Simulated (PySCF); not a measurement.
Species: C8H16.
Bonds: C1–C2, C2–C3, C2–C4, C4–C5, C5–C6, C6–C7, C7–C8, C4–C8. Hydrogens: H9, H10, H11 on C1; H12 on C2; H13, H14, H15 on C3; H16 on C4; H17, H18 on C5; H19, H20 on C6; H21, H22 on C7; H23, H24 on C8.

The same species was optimised twice, with GFN2-xTB and with PBE0-D3(BJ)/def2-SVP (PySCF), and the same property calculations (PySCF, gas phase) were run on both structures.

| coordinate | GFN2-xTB | PBE0-D3(BJ)/def2-SVP | change |
| --- | --- | --- | --- |
| C4–C8 (Å) | 1.545 | 1.550 | +0.005 |
| C7–C8 (Å) | 1.538 | 1.542 | +0.004 |
| C2–C3 (Å) | 1.528 | 1.525 | -0.003 |
| C1–C2 (Å) | 1.528 | 1.525 | -0.003 |
| C6–C7 (Å) | 1.527 | 1.529 | +0.002 |
| C2–C4 (Å) | 1.533 | 1.531 | -0.002 |
| C4–C5 (Å) | 1.533 | 1.534 | +0.001 |
| C5–C6 (Å) | 1.524 | 1.523 | -0.001 |
| C2–C4–C8 (°) | 113.2 | 114.3 | +1.1 |
| C2–C4–C5 (°) | 114.2 | 115.2 | +1.0 |
| C1–C2–C3 (°) | 109.4 | 110.5 | +1.1 |
| C1–C2–C4 (°) | 110.4 | 111.4 | +1.0 |
| C3–C2–C4 (°) | 111.3 | 112.0 | +0.7 |
| C4–C5–C6 (°) | 103.4 | 103.7 | +0.3 |
| C6–C7–C8 (°) | 104.9 | 105.1 | +0.2 |
| C5–C6–C7 (°) | 102.8 | 103.0 | +0.2 |
| C1–C2–C4–C5 (°) | -176 | -178 | -2 |

Rotational constants: A = 3688, B = 1368, C = 1079 MHz (GFN2-xTB) against A = 3660, B = 1357, C = 1067 MHz (PBE0-D3(BJ)/def2-SVP). Point groups within 0.08 Å: C1 and C1.

On the GFN2-xTB structure: HOMO (eV) -8.56 [PBE0/pcSseg-1]; LUMO (eV) 1.41 [PBE0/pcSseg-1]; dipole (D) 0.07 [PBE0/pcSseg-1]; GIAO shielding of C1/C3 (mean) (ppm) 162.2 [PBE0/pcSseg-1]; GIAO shielding of C2 (ppm) 146.3 [PBE0/pcSseg-1]; GIAO shielding of C4 (ppm) 135.5 [PBE0/pcSseg-1]; GIAO shielding of C5/C8 (mean) (ppm) 151.8 [PBE0/pcSseg-1]; GIAO shielding of C6/C7 (mean) (ppm) 156.7 [PBE0/pcSseg-1].

**Question.** What do these properties become on the PBE0-D3(BJ)/def2-SVP structure?

**Answer.** 
| property | level | on GFN2-xTB | on PBE0-D3(BJ)/def2-SVP | change |
| --- | --- | --- | --- | --- |
| HOMO (eV) | PBE0/pcSseg-1 | -8.56 | -8.49 | +0.07 |
| LUMO (eV) | PBE0/pcSseg-1 | 1.41 | 1.38 | -0.03 |
| dipole (D) | PBE0/pcSseg-1 | 0.07 | 0.06 | -0.01 |
| energy, GFN2-xTB geometry as zero (kcal/mol) | PBE0/pcSseg-1 | 0.0 | -0.8 | -0.8 |
| GIAO shielding of C1/C3 (mean) (ppm) | PBE0/pcSseg-1 | 162.2 | 160.6 | -1.6 |
| GIAO shielding of C2 (ppm) | PBE0/pcSseg-1 | 146.3 | 146.3 | 0.0 |
| GIAO shielding of C4 (ppm) | PBE0/pcSseg-1 | 135.5 | 135.0 | -0.5 |
| GIAO shielding of C5/C8 (mean) (ppm) | PBE0/pcSseg-1 | 151.8 | 150.5 | -1.3 |
| GIAO shielding of C6/C7 (mean) (ppm) | PBE0/pcSseg-1 | 156.7 | 155.3 | -1.4 |

The heavy atoms differ by 0.022 Å rms after alignment. Among bonds between heavy atoms C4–C8 and C7–C8 change most and about equally (+0.004 to +0.005 Å). Changes are differences of the printed values. Neither structure is proved a minimum here.
